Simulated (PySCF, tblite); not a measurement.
Compound: C4H13FOSi2.
Cartesian coordinates in Å at the GFN2-xTB level; atoms count from 1:
```
atom  x, y, z in Å
C1    -0.9728    1.9402   -0.5981
O2    -0.3800    0.7456   -1.0357
C3    -0.2336   -0.3189   -0.0765
Si4    0.2827   -1.7129   -1.2941
Si5   -1.8800   -0.7477    0.8235
C6     0.8380    0.0074    0.9725
C7     2.1648    0.4201    0.3535
F8     3.0377    0.8403    1.3320
H9    -0.9336    2.6244   -1.4455
H10   -2.0188    1.7902   -0.3060
H11   -0.4329    2.3862    0.2433
H12    1.3008   -1.2066   -2.2099
H13    0.7896   -2.8587   -0.5323
H14   -0.9038   -2.1019   -2.0520
H15   -2.9683   -0.7661   -0.1514
H16   -2.1671    0.2369    1.8727
H17   -1.7093   -2.0568    1.4494
H18    0.5054    0.8222    1.6238
H19    0.9878   -0.8719    1.6022
H20    2.6482   -0.4144   -0.1627
H21    2.0362    1.2592   -0.3365
```

Level of theory: PBE0/pcSseg-1 in PySCF (dipole) on a GFN2-xTB geometry, gas phase.

Masses are those of the commonest isotopes; rigid-rotor values at the optimised geometry. The values belong to one conformer with, in the numbering `[CH3:1][O:2][C:3]([SiH3:4])([SiH3:5])[CH2:6][CH2:7][F:8]`, C1–O2–C3–Si4 170°, O2–C3–C6–C7 -52°, C3–C6–C7–F8 173°.

Task: What are A, B and C (MHz)?

Result: Ia = 329.51, Ib = 549.75, Ic = 620.37 u·Å²; 505379 MHz·u·Å²/I gives A = 1534, B = 919.3, C = 814.6 MHz.

Task: What kind of rotor is it?

Result: An asymmetric top; Ray's κ = -0.709.

Task: Is it planar, by Δ = Ic − Ia − Ib?

Result: Not planar: Δ = Ic − Ia − Ib = -258.88 u·Å². For a rigid frame Δ = −2 Σ m c², so Σ m c² = 129.44 u·Å² lies off the ab plane: 24.96 from hydrogen and 104.49 from heavier atoms. The atom farthest from that plane is 2.49 Å away.

Task: Give the other two planar moments, Paa and Pbb, and the rms extents of the mass along the axes.

Result: Paa = Σ m a² = (Ib + Ic − Ia)/2 = 420.31 and Pbb = Σ m b² = (Ia + Ic − Ib)/2 = 200.06 u·Å². With the mass M = 152.05 u, the rms extents √(P/M) along a, b and c are 1.66, 1.15, 0.92 Å.

Task: Which types of transition are allowed, and where do some lines up to J = 3 fall?

Result: The dipole components are |μa| = 1.35 D, |μb| = 0.69 D, |μc| = 0.18 D. Intensities carry the squares of the components, which stand as 1.00 : 0.26 : 0.02 (a : b : c). Some lines, for components of 0.1 D or more:

| type | branch | J(Ka,Kc) | MHz | lower level (cm⁻¹) |
| --- | --- | --- | --- | --- |
| a | Q | 2(1,1) ← 2(1,2) | 314 | 0.191 |
| c | Q | 3(1,3) ← 3(0,3) | 406 | 0.345 |
| c | Q | 2(1,2) ← 2(0,2) | 522 | 0.173 |
| b | Q | 2(1,1) ← 2(0,2) | 836 | 0.173 |
| c | Q | 3(2,2) ← 3(1,2) | 1695 | 0.379 |
| b | Q | 3(2,1) ← 3(1,2) | 1755 | 0.379 |
| b | Q | 3(2,2) ← 3(1,3) | 2322 | 0.359 |
| b | Q | 3(3,0) ← 3(2,1) | 3282 | 0.438 |
| a | R | 2(1,2) ← 1(1,1) | 3363 | 0.078 |
| a | R | 2(0,2) ← 1(0,1) | 3456 | 0.058 |
| a | R | 2(1,1) ← 1(1,0) | 3573 | 0.082 |

Task: Estimate the classical rotational partition function at 10 K, 25 K and 50 K.

Result: Point group C1, symmetry number σ = 1; q = (√π/σ)·√((kT/h)³/(ABC)), k/h = 20836.6 MHz/K: 4970 at 10 K, 19700 at 25 K, 55600 at 50 K.

Its GFN2-xTB frequencies are all real (lowest 59 cm⁻¹). Constants of a rigid frame at the computed geometry: no zero-point averaging, no centrifugal distortion. A rigid rotor knows nothing of internal rotation, which can split or shift real lines.

On an Arm Neoverse N1 with one thread, no GPU, on a shared host, this took 71 s of wall time and 1.0 GiB of memory at its peak. This is the PBE0/pcSseg-1 job that gave the dipole, with the shieldings it also computed.
